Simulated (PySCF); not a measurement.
C3H12FGeNSi, SMILES [SiH2](F)[NH][Ge]([CH3])([CH3])[CH3].

Geometry optimised at B3LYP-D3(BJ)/def2-SVP. This is a generated structure with no PubChem entry under its InChIKey; it may be hypothetical. The values are those of a single conformer.

Level of theory: B3LYP-D3(BJ)/def2-SVP in PySCF 2.14.0.

Frequencies are harmonic and unscaled.

```json
[
 {"mode": "1", "ν (cm⁻¹)": "20", "IR (km/mol)": "0.8", "moving atoms (share of kinetic energy)": "F 32 %, C 31 %, H 18 %, N 14 %"},
 {"mode": "2", "ν (cm⁻¹)": "51", "IR (km/mol)": "1.9", "moving atoms (share of kinetic energy)": "F 59 %, C 16 %, H 14 %"},
 {"mode": "3", "ν (cm⁻¹)": "121", "IR (km/mol)": "0.0", "moving atoms (share of kinetic energy)": "H 95 %"},
 {"mode": "4", "ν (cm⁻¹)": "127", "IR (km/mol)": "0.1", "moving atoms (share of kinetic energy)": "H 82 %"},
 {"mode": "5", "ν (cm⁻¹)": "138", "IR (km/mol)": "0.6", "moving atoms (share of kinetic energy)": "H 49 %, C 26 %, Si 14 %"},
 {"mode": "6", "ν (cm⁻¹)": "153", "IR (km/mol)": "0.1", "moving atoms (share of kinetic energy)": "C 48 %, H 35 %"},
 {"mode": "7", "ν (cm⁻¹)": "164", "IR (km/mol)": "0.4", "moving atoms (share of kinetic energy)": "H 78 %, C 16 %"},
 {"mode": "8", "ν (cm⁻¹)": "167", "IR (km/mol)": "1.0", "moving atoms (share of kinetic energy)": "H 52 %, C 38 %"},
 {"mode": "9", "ν (cm⁻¹)": "180", "IR (km/mol)": "1.7", "moving atoms (share of kinetic energy)": "C 44 %, H 32 %, Ge 17 %"},
 {"mode": "10", "ν (cm⁻¹)": "190", "IR (km/mol)": "6.7", "moving atoms (share of kinetic energy)": "C 36 %, H 30 %, Ge 19 %"},
 {"mode": "11", "ν (cm⁻¹)": "214", "IR (km/mol)": "5.8", "moving atoms (share of kinetic energy)": "H 34 %, Ge 24 %, N 17 %, C 13 %, Si 10 %"},
 {"mode": "12", "ν (cm⁻¹)": "348", "IR (km/mol)": "9.0", "moving atoms (share of kinetic energy)": "Si 29 %, N 28 %, F 22 %, H 17 %"},
 {"mode": "13", "ν (cm⁻¹)": "378", "IR (km/mol)": "80.9", "moving atoms (share of kinetic energy)": "H 64 %, N 32 %"},
 {"mode": "14", "ν (cm⁻¹)": "515", "IR (km/mol)": "4.9", "moving atoms (share of kinetic energy)": "N 36 %, H 33 %, Si 13 %, Ge 10 %"},
 {"mode": "15", "ν (cm⁻¹)": "568", "IR (km/mol)": "13.3", "moving atoms (share of kinetic energy)": "C 69 %, H 21 %, Ge 8 %"},
 {"mode": "16", "ν (cm⁻¹)": "603", "IR (km/mol)": "29.3", "moving atoms (share of kinetic energy)": "C 60 %, H 20 %, Ge 20 %"},
 {"mode": "17", "ν (cm⁻¹)": "608", "IR (km/mol)": "23.5", "moving atoms (share of kinetic energy)": "C 60 %, Ge 20 %, H 20 %"},
 {"mode": "18", "ν (cm⁻¹)": "699", "IR (km/mol)": "61.1", "moving atoms (share of kinetic energy)": "H 67 %, N 15 %, Si 11 %"},
 {"mode": "19", "ν (cm⁻¹)": "705", "IR (km/mol)": "3.2", "moving atoms (share of kinetic energy)": "H 85 %, C 14 %"},
 {"mode": "20", "ν (cm⁻¹)": "756", "IR (km/mol)": "23.6", "moving atoms (share of kinetic energy)": "H 79 %, C 18 %"},
 {"mode": "21", "ν (cm⁻¹)": "771", "IR (km/mol)": "90.6", "moving atoms (share of kinetic energy)": "H 73 %, C 11 %"},
 {"mode": "22", "ν (cm⁻¹)": "800", "IR (km/mol)": "10.6", "moving atoms (share of kinetic energy)": "H 84 %"},
 {"mode": "23", "ν (cm⁻¹)": "830", "IR (km/mol)": "162.2", "moving atoms (share of kinetic energy)": "H 65 %, C 18 %"},
 {"mode": "24", "ν (cm⁻¹)": "833", "IR (km/mol)": "13.5", "moving atoms (share of kinetic energy)": "H 60 %, C 17 %, F 14 %"},
 {"mode": "25", "ν (cm⁻¹)": "836", "IR (km/mol)": "24.8", "moving atoms (share of kinetic energy)": "H 60 %, C 16 %, F 14 %"},
 {"mode": "26", "ν (cm⁻¹)": "841", "IR (km/mol)": "74.6", "moving atoms (share of kinetic energy)": "H 55 %, F 19 %, C 15 %, Si 9 %"},
 {"mode": "27", "ν (cm⁻¹)": "931", "IR (km/mol)": "11.2", "moving atoms (share of kinetic energy)": "H 53 %, N 37 %"},
 {"mode": "28", "ν (cm⁻¹)": "962", "IR (km/mol)": "180.2", "moving atoms (share of kinetic energy)": "H 87 %, Si 10 %"},
 {"mode": "29", "ν (cm⁻¹)": "974", "IR (km/mol)": "306.2", "moving atoms (share of kinetic energy)": "H 63 %, Si 27 %"},
 {"mode": "30", "ν (cm⁻¹)": "1164", "IR (km/mol)": "173.9", "moving atoms (share of kinetic energy)": "H 69 %, N 27 %"},
 {"mode": "31", "ν (cm⁻¹)": "1254", "IR (km/mol)": "12.1", "moving atoms (share of kinetic energy)": "H 79 %, C 21 %"},
 {"mode": "32", "ν (cm⁻¹)": "1257", "IR (km/mol)": "13.0", "moving atoms (share of kinetic energy)": "H 80 %, C 20 %"},
 {"mode": "33", "ν (cm⁻¹)": "1266", "IR (km/mol)": "7.2", "moving atoms (share of kinetic energy)": "H 81 %, C 19 %"},
 {"mode": "34", "ν (cm⁻¹)": "1430", "IR (km/mol)": "0.0", "moving atoms (share of kinetic energy)": "H 95 %"},
 {"mode": "35", "ν (cm⁻¹)": "1433", "IR (km/mol)": "0.1", "moving atoms (share of kinetic energy)": "H 95 %"},
 {"mode": "36", "ν (cm⁻¹)": "1436", "IR (km/mol)": "1.0", "moving atoms (share of kinetic energy)": "H 96 %"},
 {"mode": "37", "ν (cm⁻¹)": "1440", "IR (km/mol)": "2.9", "moving atoms (share of kinetic energy)": "H 96 %"},
 {"mode": "38", "ν (cm⁻¹)": "1441", "IR (km/mol)": "4.0", "moving atoms (share of kinetic energy)": "H 96 %"},
 {"mode": "39", "ν (cm⁻¹)": "1451", "IR (km/mol)": "9.9", "moving atoms (share of kinetic energy)": "H 96 %"},
 {"mode": "40", "ν (cm⁻¹)": "2246", "IR (km/mol)": "164.7", "moving atoms (share of kinetic energy)": "H 97 %"},
 {"mode": "41", "ν (cm⁻¹)": "2260", "IR (km/mol)": "113.9", "moving atoms (share of kinetic energy)": "H 97 %"},
 {"mode": "42", "ν (cm⁻¹)": "3033", "IR (km/mol)": "7.7", "moving atoms (share of kinetic energy)": "H 97 %"},
 {"mode": "43", "ν (cm⁻¹)": "3034", "IR (km/mol)": "7.7", "moving atoms (share of kinetic energy)": "H 97 %"},
 {"mode": "44", "ν (cm⁻¹)": "3039", "IR (km/mol)": "3.5", "moving atoms (share of kinetic energy)": "H 97 %"},
 {"mode": "45", "ν (cm⁻¹)": "3127", "IR (km/mol)": "4.3", "moving atoms (share of kinetic energy)": "H 91 %, C 9 %"},
 {"mode": "46", "ν (cm⁻¹)": "3129", "IR (km/mol)": "11.7", "moving atoms (share of kinetic energy)": "H 91 %, C 9 %"},
 {"mode": "47", "ν (cm⁻¹)": "3135", "IR (km/mol)": "5.1", "moving atoms (share of kinetic energy)": "H 91 %, C 9 %"},
 {"mode": "48", "ν (cm⁻¹)": "3137", "IR (km/mol)": "4.4", "moving atoms (share of kinetic energy)": "H 91 %, C 9 %"},
 {"mode": "49", "ν (cm⁻¹)": "3137", "IR (km/mol)": "10.6", "moving atoms (share of kinetic energy)": "H 90 %, C 10 %"},
 {"mode": "50", "ν (cm⁻¹)": "3142", "IR (km/mol)": "2.9", "moving atoms (share of kinetic energy)": "H 90 %, C 10 %"},
 {"mode": "51", "ν (cm⁻¹)": "3580", "IR (km/mol)": "22.8", "moving atoms (share of kinetic energy)": "H 93 %"}
]
```
